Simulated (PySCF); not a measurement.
**Relaxation of singlet ZrO₂**

Method: PBE0/[Zr def2-TZVP with ECP28, O def2-TZVP], scalar-relativistic core potentials, density fitting, no spin–orbit coupling, PySCF. A (50,194) grid was used.

A hand-made bent start, of C2v symmetry, held to at least that symmetry:

Coordinates in bohr (charge 0 multiplicity 1):
```
Zr    0.0000    0.0000   -0.5234
O     2.8482    0.0000    1.4710
O    -2.8482    0.0000    1.4710
```

What forces act on the atoms at the start (eV/Å)?


```csv
atom,Fx,Fy,Fz
Zr1,0.00,0.00,3.53
O2,-2.51,0.00,-1.77
O3,2.51,0.00,-1.77
```

What does it relax to?

It ends at C2v with Zr–O 1.762 Å (×2); O–Zr–O 108.0° (after a last refinement on a finer grid). A frequency run shows a minimum. Other isomers or separated fragments may lie lower.

How much energy is released, and in how many steps?

24.7 kJ/mol in 4 steps.
